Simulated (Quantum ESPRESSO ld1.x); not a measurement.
Tc4+, 39 electrons, occupied as [Kr] 4d3.

Method: Dirac Kohn-Sham, PBEsol, spin-unpolarised, spherical densities, point nucleus; open shells fill j = l - 1/2 first; computed with ld1.x of Quantum ESPRESSO 7.5.

Energy parts (eV):
total: -116481
kinetic: 120995
electron-nucleus: -279725
Hartree: 45644
exchange-correlation: -3396

Orbitals (lengths in bohr, moments of r in powers of bohr; <r^-3> diverges for s and p1/2; r(max) is where P^2 peaks):
orbital  occ.  eigenvalue (eV)     <r^2>   r(max)      <r>  <r^-3>  small-component weight
1s1/2       2         -20892.9  0.001588  0.02229  0.03429       -                2.46e-02
2s1/2       2         -3021.25   0.02634   0.1263   0.1493       -                5.07e-03
2p1/2       2         -2790.12   0.01984  0.09816   0.1271       -                5.08e-03
2p3/2       4         -2671.98   0.02120   0.1021   0.1318    2592                4.90e-03
3s1/2       2         -564.960    0.1977   0.3726   0.4154       -                1.37e-03
3p1/2       2         -476.170    0.1949   0.3595   0.4091       -                1.31e-03
3p3/2       4         -456.391    0.2050   0.3690   0.4197   439.9                1.27e-03
3d3/2       4         -299.234    0.1890   0.3095   0.3968   65.03                1.15e-03
3d5/2       6         -295.428    0.1922   0.3123   0.4003   61.85                1.14e-03
4s1/2       2         -118.936     1.231   0.9448    1.044       -                3.29e-04
4p1/2       2         -92.4908     1.439   0.9981    1.124       -                2.85e-04
4p3/2       4         -89.3748     1.507    1.022    1.150   69.55                2.74e-04
4d3/2       3         -49.2414     2.389    1.202    1.433   6.795                1.79e-04
4d5/2       0         -48.8521     2.423    1.211    1.443   6.450                1.77e-04
5s1/2       0         -37.7876     6.628    2.262    2.437       -                8.07e-05
5p1/2       0         -30.7894     8.355    2.538    2.733       -                6.68e-05
5p3/2       0         -30.2097     8.650    2.589    2.781   13.04                6.51e-05

The highest occupied level is 4d3/2 at -49.241 eV. For comparison, the ionisation energy in NIST's Atomic Spectra Database is 57 eV (theoretical). In exact Kohn-Sham theory the highest level is minus the ionisation energy, but local and semilocal functionals leave it too shallow, through self-interaction and a potential that decays too fast; potentials with the right tail come closer.

Beside tabulated values, note that spin-unpolarised runs miss the spin-polarisation part of the exchange energy of open shells.
